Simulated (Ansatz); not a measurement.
The molecule InMo, multiplicity 8 (lowest of 2S+1 = 2, 4, 6, 8 at CCSD(T)/def2-TZVPP on PBE0 minima; our sources give no spin for the ground state, which may be another). No spin–orbit coupling.

The constants come from a fifth-degree fit in 1/R (seven points, main isotopes). In def2 and cc sets the state is the lowest found near the PBE0 minimum, followed along R.

Programs: Ansatz (a first-principles code). Each number belongs to the level named beside it. In def2 rows elements past Kr take small-core potentials, without spin–orbit coupling.

Energies at CAM-B3LYP/def2-TZVPP:

```
R (Å)       E (hartree)
--------  -------------
2.708617  -258.15531663
2.781429  -258.15716292
2.848417  -258.15803218
2.924142  -258.15831019
2.999866  -258.15805175
3.087241  -258.15730666
3.189178  -258.15607411
```

Problem. With a reduced mass of 52.8629 u, find the minimum, the force constant and the constants.

Solution. A fifth-degree polynomial in 1/R puts the minimum at r_e = 2.9210 Å with force constant 41.1 N/m. Then ω_e = (1/2πc)√(k/μ) = 115 cm⁻¹ and B_e = h/(8π²cμr_e²) = 0.03738 cm⁻¹; the cubic and quartic terms give α_e = 0.00027 and ω_e x_e = 0.84 cm⁻¹.
